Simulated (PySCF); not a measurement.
## Correlation energy of Sn (tin, neutral)

[Kr] 4d10 5s1 5p3, high-spin 5S determinant (an excited configuration). Calculation: PySCF 2.14, in aug-cc-pwCVTZ-PP with ECP28MDF (8s7p6d4f1g, 96 functions); scalar relativity through the core potential. Frozen: 4s2 4p6 4d10; 4 electrons correlated.

| level | correlation energy (mhartree) |
| --- | --- |
| CCSD | -21.69 |
| (T) | -0.35 |
| CCSD(T) | -22.04 |

Diagnostics: T1 = 0.0027, D1 = 0.0059, largest double amplitude 0.035.

Q: Is a single reference adequate?

A: Yes, within this model without spin-orbit coupling: T1 lies below 0.03 and no double amplitude reaches 0.07.
